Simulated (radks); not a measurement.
The numbers below are computed, except where a source is named.
Spherical quantum dot in the effective-mass picture: electrons in a parabolic well V = omega^2 r^2 / 2 with omega = 0.676, with a point charge +1 (a donor) at the centre, all in effective atomic units (hartree* = m*/eps^2 hartree, bohr* = eps/m* bohr), one dielectric constant everywhere. Level of theory: non-relativistic Kohn-Sham, LDA (Slater exchange, Perdew-Wang correlation), spin-polarised, spherical densities (a radial shooting solver with Libxc functionals). Levels are named by radial order and angular momentum (1s, 1p, 1d, 2s, ...), and open shells are averaged over m.

N = 21, configuration 1s2 1p6 1d10 2s2 1f(up 1, down 0). This is the lowest configuration that the search found. Occupied and some empty levels:

| level | occupation | eigenvalue (hartree*) | <r> (bohr*) |
|---|---|---|---|
| 1s up | 1 | 7.8288 | 1.727 |
| 1s down | 1 | 7.8320 | 1.715 |
| 1p up | 3 | 8.2215 | 2.618 |
| 1p down | 3 | 8.2295 | 2.610 |
| 2s up | 1 | 8.4536 | 2.496 |
| 2s down | 1 | 8.4608 | 2.501 |
| 1d up | 5 | 8.5544 | 3.004 |
| 1d down | 5 | 8.5642 | 3.001 |
| 1f up | 1 | 8.9182 | 3.286 |
| 1f down | 0 | 8.9288 | 3.285 |
| 2p up | 0 | 9.0157 | 2.825 |
| 2p down | 0 | 9.0221 | 2.828 |
| 1g up | 0 | 9.3151 | 3.519 |
| 1g down | 0 | 9.3258 | 3.520 |
| 2d up | 0 | 9.4742 | 3.162 |
| 2d down | 0 | 9.4808 | 3.163 |

Energy (hartree*): total 106.881, kinetic 12.309, external 30.348, Hartree 71.915, exchange-correlation -7.6905.

Electron density:

| r (bohr*) | n(r) (e/bohr*^3) |
|---|---|
| 0.260 | 0.5446 |
| 0.550 | 0.3135 |
| 0.840 | 0.1912 |
| 1.13 | 0.1314 |
| 1.42 | 0.1081 |
| 1.71 | 0.1046 |
| 2.00 | 0.1086 |
| 2.29 | 0.1110 |
| 2.58 | 0.1063 |
| 2.87 | 0.09299 |
| 3.16 | 0.07313 |
| 3.45 | 0.05112 |
| 3.74 | 0.03149 |
| 4.03 | 0.01698 |
| 4.32 | 0.007985 |
| 4.61 | 0.003266 |
| 4.90 | 0.001161 |
| 5.19 | 0.0003593 |
| 5.48 | 0.00009691 |
| 5.77 | 0.00002276 |
